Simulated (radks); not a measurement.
Removal energies from the praseodymium ion Pr12+, [Kr] 4d10 5s1, by Delta-SCF beside the eigenvalue of the level emptied. Method: Dirac Kohn-Sham, relativistic LDA (MacDonald-Vosko exchange, VWN5 correlation), spin-unpolarised, spherical densities, finite nucleus; Fermi nuclear charge, rms radius of each element as measured or else 0.836 A^(1/3) + 0.57 fm; computed with a radial shooting solver on a logarithmic mesh with Libxc functionals. Sub-shells are occupied by j as written (lower j first in brackets).

removed from	final configuration	Delta-SCF (eV)	-eigenvalue (eV)
5s1/2	[Kr] 4d10	218.42	209.75
4d5/2	[Kr] 4d(3/2: 4, 5/2: 5) 5s1	328.02	312.72
4d3/2	[Kr] 4d(3/2: 3, 5/2: 6) 5s1	332.14	316.71
4p3/2	[Ar] 3d10 4s2 4p(1/2: 2, 3/2: 3) 4d10 5s1	430.28	414.24
